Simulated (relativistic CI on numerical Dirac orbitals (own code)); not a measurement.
# Mo⁺ (4d5) in a crystal field

Calculated by Dirac-Coulomb-Breit CI, KLI orbitals optimised for each configuration, model QED (radiative potential, 1s self-energy scaled to tabulated hydrogen-like ionisation energies), valence Slater integrals scaled by 0.65, one configuration in a parametric crystal field (own radial code).

Field parameters in Wybourne normalisation: D3d B²₀ = −7Dσ, B⁴₀ = −14Dq − 21Dτ, B⁴₃ = −14√(10/7) Dq; Oh B⁴₀ = 21Dq, B⁴₄ = √(5/14) B⁴₀. The field is a parameter set, without covalency.

S and J are read from ⟨S²⟩ = S(S + 1) and ⟨J²⟩ = J(J + 1) of each level; they are not fictitious spins.

D3d, 10Dq = 15400, Dσ = 210, Dτ = -120 cm⁻¹, the lowest 16 levels:

| E (cm⁻¹) | Degeneracy | Irrep | S | J |
| --- | --- | --- | --- | --- |
| 0.0 | 2 | Γ4 | 0.52 | 4.63 |
| 981 | 2 | Γ4 | 0.52 | 4.41 |
| 1247 | 2 | Γ5+Γ6 | 0.52 | 4.40 |
| 6885 | 2 | Γ5+Γ6 | 1.86 | 3.40 |
| 6885 | 2 | Γ4 | 1.87 | 3.39 |
| 7008 | 2 | Γ4 | 1.92 | 3.34 |
| 7538 | 2 | Γ5+Γ6 | 1.53 | 3.41 |
| 7633 | 2 | Γ4 | 1.51 | 3.38 |
| 7715 | 2 | Γ4 | 1.51 | 3.20 |
| 8465 | 2 | Γ4 | 2.20 | 3.05 |
| 8466 | 2 | Γ5+Γ6 | 2.20 | 3.06 |
| 8508 | 2 | Γ4 | 2.16 | 3.09 |
| 10728 | 2 | Γ4 | 1.50 | 3.87 |
| 10757 | 2 | Γ5+Γ6 | 1.50 | 3.76 |
| 10784 | 2 | Γ4 | 1.50 | 3.78 |
| 10849 | 2 | Γ4 | 1.49 | 3.47 |

Principal g values of the ground doublet: 0.14, 2.99, 2.99.

D3d, 10Dq = 18050, Dσ = 890, Dτ = 380 cm⁻¹, the lowest 10 levels:

| E (cm⁻¹) | Degeneracy | Irrep | S | J |
| --- | --- | --- | --- | --- |
| 0.0 | 2 | Γ4 | 0.51 | 4.56 |
| 644 | 2 | Γ5+Γ6 | 0.51 | 4.36 |
| 5220 | 2 | Γ4 | 0.51 | 4.45 |
| 10903 | 2 | Γ4 | 1.50 | 3.59 |
| 10917 | 2 | Γ5+Γ6 | 1.50 | 3.61 |
| 10943 | 2 | Γ4 | 1.50 | 3.49 |
| 10956 | 2 | Γ4 | 1.50 | 3.56 |
| 14738 | 2 | Γ5+Γ6 | 1.51 | 3.52 |
| 14772 | 2 | Γ4 | 1.53 | 3.46 |
| 16729 | 2 | Γ4 | 1.49 | 3.96 |

Principal g values of the ground doublet: 0.30, 0.30, 4.22.

Oh, 10Dq = 27250 cm⁻¹, the lowest 10 levels:

| E (cm⁻¹) | Degeneracy | Irrep | S | J |
| --- | --- | --- | --- | --- |
| 0.0 | 2 | Γ7 | 0.50 | 4.62 |
| 897 | 4 | Γ8 | 0.50 | 4.33 |
| 19158 | 4 | Γ8 | 1.50 | 3.79 |
| 19220 | 2 | Γ7 | 1.50 | 3.73 |
| 19392 | 4 | Γ8 | 1.50 | 3.42 |
| 19511 | 2 | Γ6 | 1.50 | 3.15 |
| 22665 | 2 | Γ6 | 1.50 | 3.78 |
| 22684 | 4 | Γ8 | 1.50 | 3.68 |
| 22825 | 4 | Γ8 | 1.49 | 3.40 |
| 22893 | 2 | Γ7 | 1.49 | 3.16 |

Principal g values of the ground doublet: 2.20, 2.20, 2.20.

D3d, 10Dq = 23250, Dσ = 70, Dτ = -330 cm⁻¹, the lowest 16 levels:

| E (cm⁻¹) | Degeneracy | Irrep | S | J |
| --- | --- | --- | --- | --- |
| 0.0 | 2 | Γ4 | 0.50 | 4.52 |
| 2387 | 2 | Γ4 | 0.51 | 4.47 |
| 2862 | 2 | Γ5+Γ6 | 0.50 | 4.35 |
| 14514 | 2 | Γ5+Γ6 | 1.50 | 3.58 |
| 14538 | 2 | Γ4 | 1.50 | 3.57 |
| 15218 | 2 | Γ4 | 1.51 | 3.85 |
| 15336 | 2 | Γ5+Γ6 | 1.50 | 3.65 |
| 15450 | 2 | Γ4 | 1.50 | 3.45 |
| 15567 | 2 | Γ4 | 1.50 | 3.22 |
| 18100 | 2 | Γ4 | 1.50 | 3.61 |
| 18120 | 2 | Γ5+Γ6 | 1.49 | 3.54 |
| 19325 | 2 | Γ4 | 1.50 | 3.66 |
| 19353 | 2 | Γ5+Γ6 | 1.49 | 3.56 |
| 19362 | 2 | Γ4 | 1.48 | 3.42 |
| 19369 | 2 | Γ4 | 1.49 | 3.49 |
| 20743 | 2 | Γ4 | 0.51 | 5.24 |

Principal g values of the ground doublet: 1.76, 2.50, 2.50.

Oh, 10Dq = 15450 cm⁻¹, the lowest 16 levels:

```csv
E (cm⁻¹),Degeneracy,Irrep,S,J
0.0,2,Γ7,0.52,4.64
949,4,Γ8,0.51,4.39
7410,4,Γ8,1.76,3.54
7484,2,Γ7,1.78,3.49
7958,4,Γ8,1.50,3.43
8064,2,Γ6,1.50,3.14
9176,4,Γ8,2.30,2.89
9198,2,Γ7,2.29,2.89
11120,2,Γ6,1.50,3.89
11140,4,Γ8,1.50,3.76
11235,4,Γ8,1.49,3.46
11267,2,Γ7,1.49,3.14
13934,4,Γ8,0.51,5.36
14023,2,Γ7,0.53,4.79
14429,2,Γ6,0.51,5.22
15193,2,Γ7,0.52,4.95
```

Principal g values of the ground doublet: 2.30, 2.30, 2.30.

The free-ion ground term has S = 5/2. The field overcomes the spin-pairing energy for D3d, 10Dq = 15400, Dσ = 210, Dτ = -120 cm⁻¹; D3d, 10Dq = 18050, Dσ = 890, Dτ = 380 cm⁻¹; Oh, 10Dq = 27250 cm⁻¹; D3d, 10Dq = 23250, Dσ = 70, Dτ = -330 cm⁻¹; Oh, 10Dq = 15450 cm⁻¹, where the ground state has lower spin; these fields are assumed values.

Levels of this model without a field, named by their leading LS term (the scale mimics covalency, so terms lie below those of the real free ion): ⁶S5/2 0, ⁴G5/2 12974, ⁴G7/2 13066, ⁴G11/2 13115, ⁴G9/2 13127, ⁴P5/2 14718, ⁴P3/2 14890, ⁴P1/2 15121 cm⁻¹.
